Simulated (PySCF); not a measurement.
## OsO3(H2O)2 at several levels of theory

Computed with PySCF 2.14.0 (density fitting, no spin-orbit coupling) at the geometry relaxed with r2SCAN:

```xyz
10
OsO3(H2O)2 (triplet)
Os   -0.1391    0.0000    0.0000
O    -0.8594   -0.4581    1.4980
O    -0.8594    0.4581   -1.4980
O     1.6256    0.0000    0.0000
O     0.3933    2.5161    0.1823
H     1.3462    2.3404    0.1097
H     0.1413    2.8589   -0.6889
O     0.3933   -2.5161   -0.1823
H     0.1413   -2.8589    0.6889
H     1.3462   -2.3404   -0.1097
```

| level | basis | state | HOMO (eV) | gap (eV) | charge on Os1 (e) | dipole about the centre of mass (D) | largest force component (eV/Å) |
| --- | --- | --- | --- | --- | --- | --- | --- |
| r2SCAN | Os def2-SVP with ECP60, O def2-SVP, H def2-SVP | triplet | -5.46 | 1.02 | 0.91 | 1.84 | 0.07 |
| TPSSh | the same | triplet | -5.82 | 1.85 | 0.90 | 1.84 | 0.21 |
| revPBE | the same | triplet | -4.84 | 0.71 | 0.76 | 1.82 | 0.87 |
| PBE | the same | triplet | -4.89 | 0.70 | 0.72 | 1.85 | 0.67 |
| r2SCAN | Os def2-TZVP with ECP60, O def2-TZVP, H def2-TZVP | triplet | -5.58 | 1.02 | 1.30 | 1.67 | 0.18 |
| r2SCAN | Os x2c-SVPall, O x2c-SVPall, H x2c-SVPall | triplet | -5.61 | 1.01 | 0.61 | 1.90 | 0.66 |

HOMO and gap are taken over both spins. Charges are Mulliken's, which hang on the basis. The relaxation used the grid (50, 194), these runs (75, 302) or, all-electron (x2c bases, spin-free X2C Hamiltonian), (99, 590).

What does PBE0 with Os def2-SVP with ECP60, O def2-SVP, H def2-SVP give here?

state triplet, HOMO (eV) -6.85, gap (eV) 3.17, charge on Os1 (e) 0.93, dipole about the centre of mass (D) 1.85, largest force component (eV/Å) 0.71. Time: 9.3 s on 4 threads of Arm Neoverse V2, with other jobs on the host, from an already converged density.

No frequency check is given that shows the relaxed geometry to be a minimum. Open shells may have lower solutions than the one found.
